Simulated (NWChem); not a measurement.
System: C$_{4}$H$_{5}$N; SMILES N#C/C=C/C

The following NWChem deck was run.

```
start job
memory heap 200 mb stack 900 mb global 1100 mb
geometry units angstroms noautoz
  C      0.012713    -2.315219     0.000000
  C      0.385499    -0.876688     0.000000
  C     -0.492048     0.140048     0.000000
  C     -0.093351     1.509949     0.000000
  N      0.212548     2.629241     0.000000
  H     -1.076714    -2.460472     0.000000
  H      0.434016    -2.825385     0.882236
  H      0.434016    -2.825385    -0.882236
  H      1.455531    -0.637841     0.000000
  H     -1.571400    -0.048272     0.000000
end
basis spherical
  * library def2-tzvp
end
dft
  xc r2scan
  iterations 150
  semidirect filesize 400000000
  mulliken
end
task dft energy
```

Geometry: optimised at PBE0/def2-SVP.

Task: Predict the main results of this run. (r2SCAN/def2-TZVP.) Quantities: energy (Ha); highest occupied level (eV); orbital gap (eV); dipole (D).

Result: 
| Quantity | Value |
|---|---|
| energy (Ha) | -210.10 |
| highest occupied level (eV) | -7.02 |
| orbital gap (eV) | 4.82 |
| dipole (D) | 4.89 |
